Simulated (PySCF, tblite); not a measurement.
C3H9F3Si2.
Structure used (GFN2-xTB), in Å, numbered top down from 1:
```
atom  x, y, z in Å
F1    -2.7954    1.8034    1.1078
C2    -2.3975    0.8176    0.2826
F3    -3.3040   -0.1637    0.4067
F4    -2.5258    1.2978   -0.9645
C5    -0.9870    0.3541    0.5843
C6    -0.5578   -0.7657   -0.3543
Si7    1.2435   -1.3223   -0.0275
Si8    2.6921    0.4540   -0.3569
H9    -0.9721    0.0217    1.6241
H10   -0.3358    1.2253    0.4848
H11   -0.6576   -0.4225   -1.3856
H12   -1.2426   -1.6066   -0.2385
H13    1.4652   -2.4669   -0.9193
H14    1.2634   -1.8563    1.3431
H15    2.1026    1.5033   -1.1967
H16    3.9357    0.0381   -1.0060
H17    3.0662    1.1007    0.9047
```

Method used: PBE0/def2-SVPD in PySCF (dipole) on a GFN2-xTB geometry, gas phase.

Masses are those of the commonest isotopes; rigid-rotor values at the optimised geometry. The values belong to one conformer with, in the numbering `[F:1][C:2]([F:3])([F:4])[CH2:5][CH2:6][SiH2:7][SiH3:8]`, C2–C5–C6–Si7 178°, C5–C6–Si7–Si8 -61°.

(1) Give the principal moments of inertia and the rotational constants in MHz.

(2) Classify the top.

(3) What does the inertial defect say?

(4) Give the other two planar moments, Paa and Pbb, and the rms extents of the mass along the axes.

(5) Which types of transition are allowed, and where do some lines up to J = 4 fall?

(6) Estimate the classical rotational partition function at 50 K, 200 K and 298.15 K.

Answers

(1) Ia = 193.00, Ib = 893.81, Ic = 974.10 u·Å²; 505379 MHz·u·Å²/I gives A = 2619, B = 565.4, C = 518.8 MHz.

(2) A near-prolate asymmetric top: κ = (2 × 565.4 − 2619 − 518.8)/(2619 − 518.8) = -0.96.

(3) Not planar: Δ = Ic − Ia − Ib = -112.71 u·Å². For a rigid frame Δ = −2 Σ m c², so Σ m c² = 56.36 u·Å² lies off the ab plane: 10.34 from hydrogen and 46.02 from heavier atoms. The atom farthest from that plane is 1.54 Å away.

(4) Paa = Σ m a² = (Ib + Ic − Ia)/2 = 837.45 and Pbb = Σ m b² = (Ia + Ic − Ib)/2 = 136.64 u·Å². With the mass M = 158.02 u, the rms extents √(P/M) along a, b and c are 2.30, 0.93, 0.60 Å.

(5) The dipole components are |μa| = 2.16 D, |μb| = 0.41 D, |μc| = 0.37 D. The squared components, which scale the intensities, stand as 1.00 : 0.04 : 0.03 (a : b : c). Some lines, for components of 0.1 D or more:

```
type  branch         J(Ka,Kc)    MHz  lower level (cm⁻¹)
   b       Q  2(1,1) ← 2(0,2)   2147               0.108
   a       R  2(1,1) ← 1(1,0)   2215               0.106
   b       Q  4(1,3) ← 4(0,4)   2319               0.361
   b       R  4(0,4) ← 3(1,3)   2389               0.282
   c       R  1(1,0) ← 0(0,0)   3184               0.000
   b       R  2(1,2) ← 1(0,1)   4175               0.036
   a       R  4(1,3) ← 3(1,2)   4429               0.291
   b       Q  4(2,3) ← 4(1,4)   6464               0.423
   c       Q  4(3,2) ← 4(2,2)  10373               0.639
   b       R  3(3,1) ← 2(2,0)  13634               0.386
   b       Q  4(4,1) ← 4(3,2)  14533               0.985
   b       R  4(4,1) ← 3(3,0)  18872               0.840
```

(6) Point group C1, symmetry number σ = 1; q = (√π/σ)·√((kT/h)³/(ABC)), k/h = 20836.6 MHz/K: 68000 at 50 K, 544000 at 200 K, 990000 at 298.15 K.

Its GFN2-xTB frequencies are all real (lowest 18 cm⁻¹). Zero-point vibration and centrifugal distortion are left out. A rigid rotor knows nothing of internal rotation, which can split or shift real lines.

Time: 1.7 min; peak memory 0.95 GiB. Hardware: one thread of an Arm Neoverse N1, no GPU, on a shared host. This is the PBE0/def2-SVPD job that gave the dipole, with the excitations it also computed.
